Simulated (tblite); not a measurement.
Isomers of C5H6F4O2. Calculated harmonic vibrations of the isolated species, GFN2-xTB (tblite), most abundant isotopes, no scaling. This tight-binding method is rough: wavenumbers can miss measured ones by several per cent, in bad cases by 10 to 20. One conformer each.

Electronic energies: GFN2-xTB at the same geometries; isomer energies are rough at this level and their order can be wrong.

| SMILES | electronic energy, lowest = 0 (kcal/mol) |
| --- | --- |
| FC(F)(F)[C@H]1CO[C@@H](F)OC1 | 0.0 |
| FC(F)O[C@@H](F)[C@@H]1OC[C@H]1F | 33.4 |
| CO[C@H](CC(=O)F)C(F)(F)F | 21.5 |

How do GFN2-xTB zero-point energies change the relative energies?

| SMILES | ZPE (kcal/mol) | of it from modes above 1550 cm⁻¹ | electronic (kcal/mol) | with ZPE, lowest = 0 (kcal/mol) | lowest mode (cm⁻¹) | rings |
| --- | --- | --- | --- | --- | --- | --- |
| FC(F)(F)[C@H]1CO[C@@H](F)OC1 | 71.7 | 25.4 | 0.0 | 0.0 | 52 | 1 |
| CO[C@H](CC(=O)F)C(F)(F)F | 69.2 | 28.1 | 21.5 | 18.9 | 39 | 0 |
| FC(F)O[C@@H](F)[C@@H]1OC[C@H]1F | 70.6 | 25.2 | 33.4 | 32.3 | 20 | 1 |

The zero-point energies span 2.5 kcal/mol, from `CO[C@H](CC(=O)F)C(F)(F)F` to `FC(F)(F)[C@H]1CO[C@@H](F)OC1`. The order is unchanged.
